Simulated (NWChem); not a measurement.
System: BeH2SeO; SMILES [OH][Be][SeH]

Here is an NWChem input.

```
start job
memory heap 200 mb stack 900 mb global 1100 mb
geometry units angstroms noautoz
  Be    -0.027732    -1.227033    -0.044760
  O     -0.063652    -2.629946    -0.128004
  H     -0.096996    -3.429305     0.389971
  Se     0.065318     0.802402     0.047175
  H     -1.404508     0.888870     0.005241
end
basis spherical
  * library 6-31g*
end
dft
  xc xwpbe 1.00 cpbe96 1.0 hfexch 1.00
  cam 0.8 cam_alpha 0.0 cam_beta 1.0
  iterations 150
  vectors input atomic output neutral.movecs
end
task dft energy
charge 1
dft
  odft
  mult 2
  vectors input atomic output cation.movecs
end
task dft energy
```

Geometry: optimised at PBE0/def2-SVP.

Ions are spin-unrestricted doublets at the neutral geometry; other ion states weren't tried. Functional: LC-ωPBE (HJS hole) with 6-31G*; the question gives the range parameter ω in 1/bohr.

### Question
Predict the main results of this run. (LC-wPBE (HJS exchange hole, range parameter 0.8 per bohr)/6-31G* (spherical d), vertical spin-unrestricted ions.) Quantities: vertical ionisation energy, ΔSCF (eV); −ε(HOMO) (eV).

### Answer
| Item | Value |
|---|---|
| vertical ionisation energy, ΔSCF (eV) | 9.51 |
| −ε(HOMO) (eV) | 10.35 |
